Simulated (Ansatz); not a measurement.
In₄Sb₃⁺. Charge 1, multiplicity 5. Geometry PBE-D4/def2-SVP.

```xyz
7

In   -2.4961   -0.1669   -1.1750
In   -1.4321    2.8031   -0.2306
In    3.0104    0.1895    1.8656
In   -0.0902   -2.1741   -2.2663
Sb   -0.3454    0.6840    1.8787
Sb    0.5985   -1.9024    0.8131
Sb    0.7548    0.5667   -0.8855
```

In the def2 sets In, Sb take a core potential; there is no spin–orbit coupling. At PBE0-D4/def2-TZVP a singlet of charge 1 lies 2.64 eV below the quintet, each at its own geometry. The structure comes from a short search, and lower isomers may exist.

Problem. Estimate the α-spin orbital energies around the gap (eV) in Ansatz with PBE-D4/def2-TZVP, r2SCAN-D4/def2-TZVP, PBE0-D4/def2-TZVP.

Solution. 
```tsv
orbital	PBE-D4/def2-TZVP	r2SCAN-D4/def2-TZVP	PBE0-D4/def2-TZVP
HOMO−5	-9.28	-9.56	-10.12
HOMO−4	-9.26	-9.55	-10.05
HOMO−3	-8.64	-8.94	-9.42
HOMO−2	-8.47	-8.81	-9.27
HOMO−1	-7.40	-7.69	-8.04
HOMO	-6.97	-7.21	-7.58
LUMO	-6.25	-6.20	-5.69
LUMO+1	-6.02	-5.94	-5.44
LUMO+2	-5.71	-5.65	-5.09
LUMO+3	-5.66	-5.57	-5.05
LUMO+4	-5.42	-5.35	-4.83
LUMO+5	-5.29	-5.24	-4.71
β HOMO	-8.82	-8.96	-9.33
β LUMO	-7.96	-7.90	-7.34
```
